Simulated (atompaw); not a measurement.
Cutoff test, copper, PAW (atompaw)

| Property | Result |
| --- | --- |
| Element | copper (Cu) |
| Generator | atompaw 4.2.0.5 |
| Type | PAW |
| Functional | PBE |
| Relativity | scalar-relativistic |
| Frozen core | [Ne] |
| Valence charge | 19 |
| Reference configuration | 3s2 3p6 3d10 4s0 4p0 (charge +1) |
| Partial waves | 3s (bound): rc 1.05 bohr; 4s (bound, empty): rc 1.30 bohr; 3p (bound): rc 1.30 bohr; 4p (bound, empty): rc 1.30 bohr; 3d (bound): rc 1.30 bohr; 3d channel at 3.45 Ry: rc 1.25 bohr |
| Local potential | vpsmatchnc scheme with l = 3 at 0 Ry, radius 1.00 bohr |
| Core correction | smooth core density matched at 1.05 bohr |
| Augmentation charge | sinc compensation charge, radius 1.20 bohr; PAW radius 1.30 bohr; waves and projectors: custom polynom vanderbiltortho |

The pseudo-atom Hamiltonian at the reference potential is diagonalised in spherical Bessel functions j_l(qr) that vanish at 20 bohr, with q² up to the cutoff. All-electron valence levels (Ry): 3s -9.0640, 4s -0.8741, 3p -5.9383, 4p -0.4814, 3d -1.0039.

Task: How do the lowest levels (Ry) of each channel move with the cutoff, and are there ghosts?

Result:

```
cutoff (Ry)     s #1     s #2     s #3     p #1     p #2     d #1     f #1  Σ f·Δε (mRy)
          8  -6.0643  -0.6889  -0.1917  -1.9717  -0.3002  -0.1726  -0.0461       38111.7
         15  -7.9768  -0.8243  -0.2172  -4.1470  -0.4084  -0.1848  -0.0461       21112.4
         30  -9.0091  -0.8734  -0.2260  -5.8416  -0.4770  -0.6277  -0.0461        4452.1
         45  -9.0626  -0.8739  -0.2261  -5.9350  -0.4812  -0.9807  -0.0461         254.8
         60  -9.0634  -0.8740  -0.2261  -5.9357  -0.4812  -1.0012  -0.0461          43.1
         90  -9.0639  -0.8740  -0.2261  -5.9381  -0.4813  -1.0032  -0.0461           8.4
        140  -9.0640  -0.8740  -0.2261  -5.9382  -0.4814  -1.0038  -0.0461           1.2
        200  -9.0640  -0.8740  -0.2261  -5.9383  -0.4814  -1.0039  -0.0461           0.3
        400  -9.0640  -0.8740  -0.2261  -5.9383  -0.4814  -1.0039  -0.0461           0.0
```

Result: no extra level below or beside the all-electron valence levels (s, p, d, f tested); 10 mRy is reached at 90 Ry and 1 mRy at 160 Ry.
